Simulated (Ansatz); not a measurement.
`[NH2][W](=[O])(=[O])[F]` + `[F][Ga]([SH])[Cl]` → `[O]=[W](=[O])([F])[Cl]` + `[NH2][Ga]([F])[SH]`  (redistribution)

Gas-phase electronic energies from Ansatz, PBE0-D4/def2-TZVP geometries. CCSD(T)/CBS is the MP2 limit (def2-TZVPP, def2-QZVPP) plus CCSD(T) − MP2 in def2-TZVPP, frozen cores. Functionals use def2-TZVPP. B3LYP here is the variant with VWN-RPA as its local correlation; programs differ in this. def2 core potentials past Kr. For Ga, W outer-core shells are correlated without core-valence functions, which leaves a few kJ/mol of doubt a bond. Scalar relativity is left out up to krypton. Each species was taken in one conformer, which may not be the lowest.

`[NH2][W](=[O])(=[O])[F]`:

Cartesian coordinates in Å:
```
N -0.376 -1.090 -0.289
W 0.232 0.671 0.214
O 1.783 0.893 -0.452
O -0.860 1.802 -0.441
F 0.303 0.856 2.068
H 0.249 -1.837 -0.553
H -1.330 -1.295 -0.547
```

`[F][Ga]([SH])[Cl]`:

Cartesian coordinates in Å:
```
F 0.369 -0.661 1.688
Ga 0.405 0.252 0.204
S -1.056 -0.181 -1.339
Cl 1.903 1.735 0.035
H -1.621 -1.145 -0.589
```

`[O]=[W](=[O])([F])[Cl]`:

Cartesian coordinates in Å:
```
O 1.534 0.780 -0.062
W 0.060 -0.044 0.042
O 0.286 -1.544 -0.708
F -0.374 -0.305 1.821
Cl -1.506 1.113 -1.093
```

`[NH2][Ga]([F])[SH]`:

```xyz
7

N    -0.939   -0.866   -0.837
Ga    0.051    0.297    0.112
F    -0.641    1.893    0.348
S     2.048   -0.032    0.926
H    -0.721   -1.845   -0.900
H    -1.901   -0.670   -1.055
H     2.104    1.222    1.405
```

```tsv
level	ΔE (kJ/mol)	difference from CCSD(T)/CBS
r2SCAN-D4	33.7	4.1
PBE0-D4	36.8	7.2
B3LYP-D4	37.4	7.8
ωB97X-V	37.2	7.6
r2SCAN	33.7	4.1
PBE0	36.7	7.1
B3LYP	37.2	7.6
MP2/def2-TZVPP	19.2	-10.4
SCS-MP2/def2-TZVPP	23.4	-6.2
CCSD/def2-TZVPP	36.6	7.0
CCSD(T)/def2-TZVPP	32.6	3.0
HF/def2-QZVPP	46.8	17.2
MP2/def2-QZVPP	16.7	-12.9
HF/CBS(def2)	46.5	16.9
MP2/CBS(def2)	16.2	-13.4
CCSD/CBS(def2)	33.6	4.0
CCSD(T)/CBS	29.6	0
```

Largest T1 diagnostic among the species: 0.022, so the coupled-cluster value is less sure than usual.

In def2-TZVPP, CCSD(T) changes the Hartree–Fock value by −16.3 kJ/mol (the triples alone add −4.0 kJ/mol) and MP2 by −29.7 kJ/mol.
